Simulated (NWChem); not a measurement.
# C₃H₇O₂, doublet; SMILES C[C](O)CO

```xyz
12

C     -1.2112    -1.1750     0.1376
C      0.0424    -0.5302    -0.3272
O      1.1657    -1.0645     0.2473
C      0.0884     0.9232    -0.6507
O     -0.1217     1.7627     0.4718
H     -1.4724    -0.8756     1.1720
H     -2.0567    -0.8920    -0.5061
H     -1.1094    -2.2708     0.1285
H      1.9415    -0.6525    -0.1516
H     -0.7044     1.1741    -1.3719
H      1.0557     1.1589    -1.1485
H      0.4759     1.4640     1.1665
```
Atoms are numbered in this order, from 1.

Program: NWChem. Spin-unrestricted. All runs use the structure optimised with PBE0/def2-SVP, spin-unrestricted. No stability test was run on the SCF state. Level TPSS/def2-SVP: energy and gradient; each run changes one setting, and changes count from the defaults (medium grid, exact Coulomb integrals, symmetry on).

Question: Which setting moves the energy most, and by about how much (extra-fine grid; Becke weights; defaults; tight SCF thresholds and tolerances; coarse grid)?

Answer: coarse grid, by about 100 μHa.
```json
[
 {"setting": "defaults", "size of the energy change (μHa)": "< 10", "largest change of a gradient component (μHa/bohr)": "< 30", "time, defaults = 1 (rough)": "about 1"},
 {"setting": "coarse grid", "size of the energy change (μHa)": "100", "largest change of a gradient component (μHa/bohr)": "200", "time, defaults = 1 (rough)": "about 1"},
 {"setting": "extra-fine grid", "size of the energy change (μHa)": "10", "largest change of a gradient component (μHa/bohr)": "< 30", "time, defaults = 1 (rough)": "4"},
 {"setting": "tight SCF thresholds and tolerances", "size of the energy change (μHa)": "< 10", "largest change of a gradient component (μHa/bohr)": "< 30", "time, defaults = 1 (rough)": "about 1"},
 {"setting": "Becke weights", "size of the energy change (μHa)": "< 10", "largest change of a gradient component (μHa/bohr)": "60", "time, defaults = 1 (rough)": "about 1"}
]
```
